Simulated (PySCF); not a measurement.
AlBr, PBE0: how much the basis matters

PySCF, UKS reference; singlet, unpaired electrons none; De to Al + Br without counterpoise correction.

```json
{"basis": "x2c-SVPall", "relativity": "spin-free X2C", "functions": "50", "Re (Å)": "2.309", "ωe (cm⁻¹)": "382", "De (eV)": "4.59", "μ (D)": "-1.44"}
{"basis": "cc-pV(T+d)Z/cc-pVTZ-PP", "relativity": "scalar-relativistic core potentials", "functions": "78", "Re (Å)": "2.315", "ωe (cm⁻¹)": "372", "De (eV)": "4.57", "μ (D)": "-1.61"}
{"basis": "def2-TZVPP", "relativity": "no relativity", "functions": "90", "Re (Å)": "2.318", "ωe (cm⁻¹)": "371", "De (eV)": "4.61", "μ (D)": "-1.68"}
{"basis": "def2-TZVPPD", "relativity": "no relativity", "functions": "105", "Re (Å)": "2.319", "ωe (cm⁻¹)": "370", "De (eV)": "4.61", "μ (D)": "-1.72"}
```

(1) How does each smaller set differ from the one with most functions, def2-TZVPPD?

A positive dipole means Al(−)Br(+). 

Answers

(1) x2c-SVPall: -1.0 pm, +3.2 % in ωe, -0.02 eV in De; cc-pV(T+d)Z/cc-pVTZ-PP: -0.4 pm, +0.5 % in ωe, -0.04 eV in De; def2-TZVPP: -0.1 pm, +0.3 % in ωe, +0.00 eV in De. All at PBE0; the set with most functions is neither the basis-set limit nor always the best. The rows treat relativity differently, so the differences are not basis effects alone.
